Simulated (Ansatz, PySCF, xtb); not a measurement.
Noncovalent pair: FGeH3O (SMILES [OH][GeH2][F]) (first 6 atoms) with NH3 (SMILES N); geometry from B3LYP-D3(BJ)/def2-TZVP, rigid monomers moved along the line of their centres of mass till Ge2···N7 is 3.50 Å.
(charge 0, multiplicity 1):
```tsv
atom	x (Å)	y (Å)	z (Å)
O	-1.4354	0.3429	0.8150
Ge	0.2216	-0.3274	0.6433
F	0.0860	-0.8223	-1.0696
H	-1.8885	0.2421	-0.0301
H	0.4613	-1.6796	1.3194
H	1.3465	0.7073	0.5593
N	0.1632	0.7560	3.9678
H	0.1963	0.0438	4.6882
H	0.7923	1.5052	4.2328
H	-0.7812	1.1257	3.9227
```

Monomers are frozen at their geometry in the pair; levels with a basis set take the counterpoise correction. Rows marked so take none.

Rows in 3-21G carry no dispersion term and start afresh at each structure; the Pople sets are all-electron and without relativity.

The values were computed with Ansatz (an electronic-structure program); PySCF for 3-21G rows; xtb for the GFN methods. Each number belongs to the level named beside it.

Problem. One of these levels gives -4.53 kcal/mol for the interaction energy. Which one is it?
(A) B3LYP/3-21G (no counterpoise)
(B) r2SCAN/def2-TZVPPD
(C) HF/aug-cc-pVDZ
(D) GFN2-xTB

Solution. D, GFN2-xTB. The others give -5.10 (HF/aug-cc-pVDZ), -5.69 (r2SCAN/def2-TZVPPD), -11.67 (B3LYP/3-21G (no counterpoise))
